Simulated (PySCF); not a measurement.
```xyz
6
charge 0 multiplicity 1, angstrom
Se    0.0000    0.0000    0.5589
S     0.0000    0.0000   -1.5346
H    -1.1537    0.0000    1.5383
H     0.0000   -1.5614    0.6441
H     1.1537    0.0000    1.5383
H     0.0000    1.5614    0.6441
```

Computed with PySCF, PBE0, basis Se def2-TZVP, S def2-TZVP, H def2-TZVP (no relativity, density fitting).

This geometry of H₄SeS is a stationary point at this level.

(1) What is the point group?

(2) Is it a minimum?

(3) List the harmonic modes with their infrared intensities.

(4) What are the dipole moment and the gap between the highest occupied and lowest empty levels?

(5) Give the atomic charges and bond orders.

Results:

(1) C2v.

(2) Yes: all harmonic wavenumbers are real.

(3) 
```csv
symmetry,ω (cm⁻¹),IR (km/mol),type
b1,396,13.7,bend
a1,470,45.0,stretch
b2,714,1.3,bend
a1,725,1.9,bend
b1,1033,41.3,bend
a1,1099,173,bend
b2,1222,63.9,bend
a2,1312,0.0,bend
b2,1832,605,stretch
a1,1863,0.0,stretch
b1,2109,67.7,stretch
a1,2158,142,stretch
```

(4) 4.14 D and 4.47 eV.

(5) 
```tsv
atom	Mulliken	Löwdin	polar tensor	Mayer order to Se1
Se1	0.14	0.15	1.47	–
S2	-0.41	-0.23	-0.55	1.52
H3,5	0.11	0.05	-0.14	0.81
H4,6	0.02	-0.01	-0.32	0.77
```

This need not be the most stable arrangement of these atoms.
